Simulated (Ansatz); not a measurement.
Spectroscopic constants of HfSb, multiplicity 4 (an upper state: multiplicity 2 came lower at PBE0/def2-TZVPP). No spin–orbit coupling.

The constants come from a fifth-degree fit in 1/R (seven points, main isotopes). Runs in def2 and cc sets follow the lowest solution found near the PBE0 minimum.

The values were computed with Ansatz (Gaussian basis) for Hartree–Fock, density functionals and correlated methods. Each number belongs to the level named beside it. In def2 rows elements past Kr take small-core potentials, without spin–orbit coupling.

| level | r_e (Å) | ω_e (cm⁻¹) | ω_e x_e (cm⁻¹) | dipole (D) |
|---|---|---|---|---|
| PBE/def2-TZVPP | 2.677 | 202 | 0.35 | 3.84 |
| PBE0/def2-TZVPP | 2.656 | ___ | 0.36 | 4.61 |
| wB97X-V/def2-TZVPP | ___ | ___ | 0.45 | 5.18 |

Problem. Complete the blanks.

Solution. 
- wB97X-V/def2-TZVPP, r_e (Å): 2.651
- wB97X-V/def2-TZVPP, ω_e (cm⁻¹): 212
- PBE0/def2-TZVPP, ω_e (cm⁻¹): 211

Ansatz is an electronic-structure program.
